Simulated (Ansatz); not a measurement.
`CN[SiH2]N` + `NCB(O)[SeH]` → `CN[SiH2]CN` + `NB(O)[SeH]`  (redistribution)

Calculated with Ansatz (gas phase, PBE0-D4/def2-TZVP geometries, no zero-point term in ΔE). CCSD(T)/CBS adds triple-zeta CCSD(T) − MP2 to the extrapolated MP2 energy (def2 sets, frozen cores). DFT in def2-TZVPP. B3LYP here is the variant with VWN-RPA as its local correlation; programs differ in this. For Se outer-core shells are correlated without core-valence functions, which leaves a few kJ/mol of doubt a bond. Scalar relativity is left out up to krypton. One conformer a species, not always the lowest.

```csv
level,ΔE (kJ/mol)
B3LYP-D4,-27.0
ωB97X-V,-28.1
B2PLYP,-24.2
PBE,-23.5
PBE0,-26.6
SCS-MP2/def2-TZVPP,-23.4
CCSD(T)/def2-TZVPP,-24.1
SCS-MP2/def2-QZVPP,-23.3
```

**Question.** What does CCSD(T)/CBS give? (Estimate.)

**Answer.** Ansatz gave: -24.0 kJ/mol. The listed levels differ from it by -3.0, -4.1, -0.2, 0.5, -2.6, 0.6, -0.1, 0.7 kJ/mol.

Largest T1 diagnostic among the species: 0.011.

From PBE to PBE0 (25 % exact exchange), in def2-TZVPP and without D4, ΔE moves by −3.1 kJ/mol.
